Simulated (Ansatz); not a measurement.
```yaml
crystal:
  periodic: [false, false, false]
  atoms:
    - {symbol: W, position_ang: [-1.206584, -1.429388, -0.187104]}
    - {symbol: W, position_ang: [0.229761, 0.460003, -0.883219]}
    - {symbol: W, position_ang: [0.849342, 0.729626, 1.482210]}
    - {symbol: Se, position_ang: [-0.139772, 2.683690, 0.481280]}
    - {symbol: Se, position_ang: [0.503862, -1.975419, -1.801416]}
    - {symbol: Se, position_ang: [2.708688, 0.343477, 0.001164]}
    - {symbol: Se, position_ang: [-0.596052, -1.181809, 2.228309]}
    - {symbol: Se, position_ang: [-2.349243, 0.369829, -1.321227]}
basis:
  gaussian: {orbitals: def2-SVP, initial_orbitals: start.molden}
magnetization: {spin_polarized: true, initial_magnetization: 4}
hamiltonian: {xc: {name: wB97X-V}}
scf: {omitted_lower_state_checks: [starts]}
output: {orbitals: {seedname: orbitals}}
```

The file start.molden holds the orbitals of an earlier run on this structure, at another level or in another basis.

```sh
$ ansatz run in.yaml --threads 4 --pin off --events-out ev --progress --plain --max-ram 6963MiB
```

**Question.** Does this run fit into the memory that it is given?

**Answer.** No. It has 256 basis functions, and Ansatz plans for 8 GiB where 7 GiB are given.
